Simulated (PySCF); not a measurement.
C4H3S, charge -1, singlet, geometry from GFN2-xTB (in this run its highest filled SCF level lies above zero, so its values depend strongly on the basis, on diffuse functions most of all). Base run: PySCF with DF-B3LYP/pcseg-1.

The PySCF input:
```python
from pyscf import gto, scf, dft

mol = gto.Mole()
mol.atom = '''
    S    -0.005375   -0.048157    1.218419
    C     0.019862    1.307726   -0.163200
    C    -0.016961   -1.175655   -0.087082
    C     0.017210    0.812955   -1.371054
    C    -0.004057   -0.620932   -1.325629
    H     0.032994    2.305663    0.240934
    H    -0.033413   -2.229529    0.160926
    H    -0.009908   -1.250181   -2.214778
'''
mol.basis = 'pcseg-1'
mol.charge = -1
mol.spin = 0
mol.verbose = 4
mol.build()

mf = dft.RKS(mol)
mf.xc = 'b3lyp'
mf = mf.density_fit(auxbasis='def2-universal-jkfit')
mf.kernel()
```

The base run was repeated with changes; each row names its change, and settings that it needs were set with it.

```csv
change,basis functions,E (Eh),HOMO (eV),HOMO-LUMO gap (eV),core-seconds (rough)
base,89,-552.33526,0.40,4.49,6
basis = STO-3G,32,-545.90773,5.63,4.28,2
basis = LANL2DZ,50,-164.22520,0.73,4.34,3
basis = 6-31G*,80,-552.33365,1.00,4.58,4
basis = def2-SV(P),80,-552.11919,0.88,4.46,5
basis = cc-pVDZ,89,-552.37648,0.80,4.53,5
basis = 6-31G**,89,-552.33864,0.99,4.56,6
basis = 6-311G**,116,-552.42098,0.42,4.57,6
basis = 6-311++G**,139,-552.43473,-0.07,3.09,9
basis = aug-pcseg-1,146,-552.34970,-0.11,2.83,10
basis = aug-cc-pVDZ,146,-552.40619,-0.07,2.97,10
basis = pcseg-2,196,-552.46339,0.13,4.34,10
basis = def2-TZVPD,221,-552.45762,-0.04,3.42,20
```

Totals compare only among sets that treat the same electrons; sets with core potentials leave the core out.
